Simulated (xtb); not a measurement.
ethoxymethyl(methyl)silane (C4H12OSi), SMILES O(CC)C[SiH2]C. All values are semi-empirical tight-binding results from xtb (GFN2-xTB unless named), good for trends rather than for accurate numbers. Coordinates come from a GFN2-xTB optimisation. Other conformers were not sampled.

Optimised geometry:

```xyz
18

C     -3.2650     0.0662    -0.0781
C     -1.8185     0.5340    -0.0944
O     -1.0435    -0.4267    -0.7654
C      0.3185    -0.0641    -0.9170
Si     1.3107    -0.0356     0.7256
C      3.1551    -0.1543     0.2983
H     -3.6203    -0.0692    -1.0960
H     -3.8883     0.7997     0.4256
H     -3.3376    -0.8850     0.4415
H     -1.7360     1.5059    -0.6092
H     -1.4502     0.6687     0.9348
H      0.3827     0.9025    -1.4402
H      0.7261    -0.8208    -1.5916
H      1.0774     1.2228     1.4532
H      0.8836    -1.1679     1.5530
H      3.7591    -0.1215     1.1992
H      3.4730     0.6663    -0.3389
H      3.3885    -1.0805    -0.2191
```

Q: Estimate the properties. (Estimate from the structure and the level; the computed values follow.)

A: 
| Item | Value |
|---|---|
| orbital gap | 5.32 eV |
| dipole moment | 1.28 D |
| zero-point energy | 93.3 kcal/mol |
| G − E(el) at 298.15 K (modified RRHO) | 71.7 kcal/mol |
| static polarisability (D4 model) | 84.3 bohr³ |
| solvation energy, GFN2-xTB/ALPB(water) | -1.7 kcal/mol |
| solvation energy, GFN2-xTB/ALPB(methanol) | -5.8 kcal/mol |

Computed atomic charges and the Wiberg bond orders between heavy atoms:
charges (e) C1 -0.11, C2 0.09, O3 -0.34, C4 -0.02, Si5 0.45, C6 -0.21, H7 0.05, H8 0.04, H9 0.05, H10 0.01, H11 0.01, H12 0.00, H13 0.04, H14 -0.09, H15 -0.07, H16 0.02, H17 0.03, H18 0.03. Bond orders C1–C2 1.01, C2–O3 0.99, O3–C4 0.99, C4–Si5 0.86, Si5–C6 0.92.
